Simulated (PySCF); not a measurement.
**Working out the ionisation energy of Zr⁺**

Zr⁺ [Kr] 4d2 5s1 (4F) → Zr²⁺ [Kr] 4d2 (3F). Computed with PySCF 2.14 in aug-cc-pVDZ-PP with ECP28MDF, with a scalar-relativistic core potential. Frozen: 4s2 4p6. Energies in hartree (1 hartree = 27.21139 eV):

```tsv
part	Zr⁺ (lower)	Zr²⁺ (upper)
UHF	-46.110366	-45.660034
MP2 opposite-spin	0.000000	0.000000
MP2 same-spin	-0.009077	-0.002157
```

Question: What does Hartree-Fock give?

Answer: (-45.660034) − (-46.110366) = 0.450332 hartree = 12.254 eV.

Question: What do MP2 and SCS-MP2 (6/5 opposite-spin, 1/3 same-spin) give?

Answer: The opposite-spin parts differ by 0.000 eV and the same-spin parts by 0.188 eV. MP2: 12.254 + (0.000) + (0.188) = 12.442 eV. SCS-MP2: 12.254 + 1.2 × (0.000) + (0.188)/3 = 12.317 eV.

Reference: 13.13 eV (measured; NIST Atomic Spectra Database, ionization energies), between the lowest levels; spin-orbit coupling is absent from the calculation.

A double-zeta basis recovers only part of the correlation energy.

What remains against the reference includes basis incompleteness, the frozen core and correlation beyond second order.
